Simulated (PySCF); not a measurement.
SMILES F[Si](F)(F)CB (CAM-B3LYP/def2-SVP optimised geometry):

```
10

B      1.395     0.297    -1.257
C      0.827    -0.418     0.000
Si    -1.006    -0.418     0.000
F     -1.606    -1.164    -1.281
F     -1.588    -1.161     1.292
F     -1.602     1.066     0.000
H      1.612    -0.326    -2.265
H      1.606     1.483    -1.241
H      1.108     0.087     0.940
H      1.110    -1.483     0.048
```

Method: CAM-B3LYP/def2-TZVP in PySCF 2.14.0.

Question: What are the frontier orbital energies and the dipole moment?

Answer: HOMO-2 -12.45 eV, HOMO-1 -11.59 eV, HOMO -11.15 eV, LUMO -0.79 eV, LUMO+1 1.37 eV; dipole moment 2.27 D.

Meta-Löwdin charges at CAM-B3LYP/def2-TZVP: B1 0.04, C2 -0.60, Si3 1.69, F4 -0.49, F5 -0.49, F6 -0.49, H7 0.01, H8 0.01, H9 0.16, H10 0.16.
